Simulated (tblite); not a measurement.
Run record: tight-binding relaxation, `[AlH3-][AsH+](CC)CC`.

Computed with GFN2-xTB geometry optimisation, gas phase (tblite 0.8.0). Start geometry: from a force field or distance geometry. The command runs a driver script over a list of jobs; the input below is this job's line of settings and its coordinates in Å.

Command:
```bash
OMP_NUM_THREADS=1 python probes_run.py task.json out
```

Input:
```
{"job": {"kind": "relax", "xc": "GFN2-xTB", "basis": "xTB"}, "charge": 0, "multiplicity": 1}
C     -2.728900    -0.786400    -0.290300
C     -1.307200    -1.145300     0.045700
As    -0.049800     0.198800    -0.663400
Al    -0.285900     2.048000     0.925800
C      1.594800    -0.690500    -0.056900
C      2.809400     0.098800    -0.521500
H     -2.860400    -0.722900    -1.395200
H     -2.994600     0.201300     0.165000
H     -3.421200    -1.560700     0.110800
H     -1.188600    -1.208100     1.162600
H     -1.059800    -2.141000    -0.386300
H     -0.095500     0.002500    -2.215600
H     -1.728600     2.714900     0.777600
H      0.859900     3.122900     0.658400
H     -0.135500     1.472500     2.417300
H      1.631700    -1.710000    -0.483500
H      1.591700    -0.762300     1.046800
H      2.795300     1.113100    -0.078800
H      3.738200    -0.414800    -0.180600
H      2.830200     0.180000    -1.620300
```

Output:
```
step      E/eV     max force
  0    -520.17440    2.396
  1    -520.33168    1.871
  2    -520.50533    0.861
  3    -520.58486    0.617
  4    -520.64788    0.474
  5    -520.66932    0.277
  6    -520.68178    0.269
  7    -520.68937    0.212
  8    -520.69479    0.166
  9    -520.69882    0.138
... (90 lines left out)
100    -520.73485    0.093
101    -520.73601    0.040
102    -520.73620    0.035
103    -520.73666    0.050
104    -520.73705    0.054
105    -520.73752    0.030
106    -520.73776    0.019
107    -520.73784    0.017
108    -520.73789    0.010
109    -520.73791    0.005
```

«max force» is the largest atomic force in eV/Å.

**Question.** From which step on does the largest force stay under 0.1 eV/Å, and how much energy is left to gain from there?

**Answer.** From step 26 (0.056 eV/Å), 16.6 meV above the end.

Main results: energy lowered by 13.0 kcal/mol over 109 steps; largest atomic force 0.005 eV/Å at the end.

**Question.** Where do the atoms end?

**Answer.** 0.400 Å rms from the input after alignment:
```
atom  x, y, z in Å
C1    -2.7385   -0.7922   -0.5280
C2    -1.3729   -0.9644    0.1307
As3   -0.0733    0.3077   -0.6134
Al4   -0.2592    1.9776    1.3410
C5     1.6116   -0.4884    0.0089
C6     2.8001    0.0889   -0.7545
H7    -2.6750   -1.0012   -1.5979
H8    -3.0827    0.2355   -0.4002
H9    -3.4757   -1.4621   -0.0867
H10   -1.4515   -0.7414    1.2020
H11   -1.0172   -1.9951    0.0283
H12   -0.0371   -0.2686   -2.0083
H13   -1.7372    2.4338    1.0766
H14    0.9856    2.8586    0.9722
H15   -0.0501    0.9230    2.4955
H16    1.5849   -1.5797   -0.0780
H17    1.7019   -0.2388    1.0734
H18    2.8215    1.1739   -0.6407
H19    3.7413   -0.3161   -0.3842
H20    2.7185   -0.1405   -1.8190
```

Time: 0.88 s wall. Hardware: Arm Neoverse V1, one thread, shared host.
Labels such as C1 count atoms from 1, the log's own numbers from 0.
